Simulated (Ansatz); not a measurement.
```yaml
crystal:
  periodic: [false, false, false]
  atoms:
    - {symbol: F, position_ang: [0.629568, -1.609611, 1.722414]}
    - {symbol: P, position_ang: [0.735378, -0.912712, 0.618341]}
    - {symbol: F, position_ang: [0.708567, -2.169136, -0.756446]}
    - {symbol: F, position_ang: [2.187750, -0.316082, 0.281226]}
    - {symbol: In, position_ang: [-1.481569, 1.278785, -0.377513]}
    - {symbol: F, position_ang: [-0.688967, 2.247677, 1.223159]}
    - {symbol: F, position_ang: [-0.123276, 1.352931, -2.002899]}
    - {symbol: F, position_ang: [-2.508242, 0.234074, -0.243412]}
basis:
  gaussian: {orbitals: STO-3G}
hamiltonian: {xc: {name: HF}}
correlation: {method: rpa, electrons: all}
accuracy: high
```

```sh
$ ansatz run in.yaml --threads 4 --pin off --events-out ev --progress --plain --max-ram 11315MiB
```

It prints (some lines left out):

```
Functional definition: HF
1352 factors; integrals over basis functions are off by at most 5.0e-8 eV
mean field evaluation 1: about -179793.7647 eV, gradient 4.0e1 eV
mean field evaluation 2: about -179794.0300 eV, gradient 4.0e1 eV
mean field evaluation 4: about -179803.8911 eV, gradient 3.0e0 eV
mean field evaluation 8: about -179803.9599 eV, gradient 1.0e-3 eV
mean field -179803.95991773 eV, -6607.6736514752 hartree, gradient 1.6e-8 eV, S^2 0.000000; 0 other end points of the search recorded, 0 dependent functions left out
reference -179803.95991773 eV, -6607.6736514752 hartree; 59, 59 occupied and 7, 7 virtual orbitals, 1352 factors
Total energy: -179809.80264833 eV, -6607.8883678645 hartree
```

It took 0.75 s on 4 threads of an AMD EPYC 9R45 on a shared host, with 0.57 GiB of host memory at the peak.
